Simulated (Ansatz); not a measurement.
Gas-phase reaction R1 → P1, each structure at its B3LYP-D3(BJ)/def2-TZVP stationary point, reached from a drawn start; harmonic modes at that level show minima.
R1, C2H3N (SMILES CC#N) (charge 0, multiplicity 1):
```
atom    x (Å)    y (Å)    z (Å)
----  -------  -------  -------
C     -0.4885   0.0037  -0.0081
C      0.9657  -0.0074   0.0159
N      2.1148  -0.0162   0.0350
H     -0.8587  -0.7598  -0.6926
H     -0.8821  -0.1975   0.9885
H     -0.8512   0.9772  -0.3388
```
P1, C2H3N (SMILES [C-]#[N+]C) (charge 0, multiplicity 1):
```xyz
6

C     -0.48206     0.00765    -0.01064
N      0.93538    -0.01491     0.02059
C      2.09943    -0.03342     0.04625
H     -0.84571    -0.69167    -0.76308
H     -0.87718    -0.27833     0.96380
H     -0.82976     1.01057    -0.25703
```

P less R. No zero-point or thermal terms.

Frozen-core correlation throughout.

The values were computed with Ansatz (Gaussian orbitals). All values are computed, each at the level named.

### Question
One of these levels gives 22.41 kcal/mol for the reaction energy. Name it.
A) BHLYP/def2-TZVPP
B) MP2/cc-pVDZ
C) PBE/def2-TZVPP

### Answer
A, BHLYP/def2-TZVPP. The others give 24.98 (PBE/def2-TZVPP), 27.33 (MP2/cc-pVDZ)

Ansatz is a first-principles code.
